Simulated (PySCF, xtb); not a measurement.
C₄H₅FO, SMILES CC1=C(F)CO1.

GFN2-xTB run with xtb at its own geometry gives an orbital gap of 4.75 eV and a dipole moment of 0.86 D.

Geometry: r2SCAN-D4/def2-SVP.

Question: What does PBE/def2-TZVP run with PySCF give? (The exact figures need the calculation; the answer reports its results.)

Answer: gap 4.73 eV (levels -4.94 and -0.21 eV), dipole 0.28 D.
